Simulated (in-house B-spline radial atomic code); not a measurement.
Atomic self-consistent-field run: the gallium ion Ga²⁺. Level of theory: scalar-relativistic (X2C) LDA PW92, spin-polarised, spherical fractional occupations, Fermi nucleus of rms radius 3.9973 fm; calculated with a B-spline radial code for spherical atoms.

Command:
```bash
python run_scf.py task.json out
```
Settings (nuclear radius in fm, mass in u):
```
Z                31
configuration    [Ar] 3d10 4s1
hamiltonian      x2c
method           lda,pw
spin_polarised   True
nucleus          fermi
rms_radius       3.9973
atomic_mass      68.92557
speed_of_light   137.035999084
```

Output (hartree, bohr):
```
 radial grid: 73 intervals, B-splines of order 8, outer radius 38.5185 bohr

 iter        energy (Eh)    residual
    1       -1938.430380    2.77e-01
    2       -1937.411334    3.12e-01
    3       -1939.585659    8.33e-02
    4       -1939.727163    2.92e-02
    5       -1939.664043    5.69e-02
    6       -1939.754031    1.33e-03
    7       -1939.754075    8.74e-05
    8       -1939.754075    1.85e-06
    9       -1939.754075    3.43e-07
   10       -1939.754075    2.60e-08

 total energy                     -1939.75408
 kinetic                            1977.1877
 electron-nucleus                  -4662.0464
 Hartree                             817.4736
 exchange-correlation                -72.3689

 orbital      occ     eigenvalue          <r>       <r^2>       <1/r>       r_max
 1s up      1.000      -375.5929    0.0483004  0.00315102     31.8392     0.03141
 1s down    1.000      -375.5899    0.0483006  0.00315103     31.8391     0.03141
 2s up      1.000       -47.0089     0.217963   0.0561081     6.92841      0.1827
 2s down    1.000       -47.0080     0.217965   0.0561091     6.92828      0.1827
 2p up      3.000       -41.0714     0.190781   0.0446355     6.71915      0.1463
 2p down    3.000       -41.0702     0.190784   0.0446366     6.71906      0.1463
 3s up      1.000        -6.1651     0.653428    0.493532     2.19799      0.5654
 3s down    1.000        -6.1625      0.65306    0.492832     2.19887      0.5654
 3p up      3.000        -4.3753     0.680329    0.546556     2.03227       0.567
 3p down    3.000        -4.3718     0.679494    0.544889     2.03402       0.567
 3d up      5.000        -1.4628     0.802254    0.835069     1.65606      0.5314
 3d down    5.000        -1.4541     0.794555    0.815824     1.66567      0.5308
 4s up      1.000        -0.9926       2.0576      4.8093    0.635414       1.777
```


One-electron X2C: radii and densities carry no picture-change correction, so inner-shell <1/r> comes out high (for 1s by about 2 % at Z = 33, 5 % at 54, 10 % at 75, 30 % at 118) and <r> low.
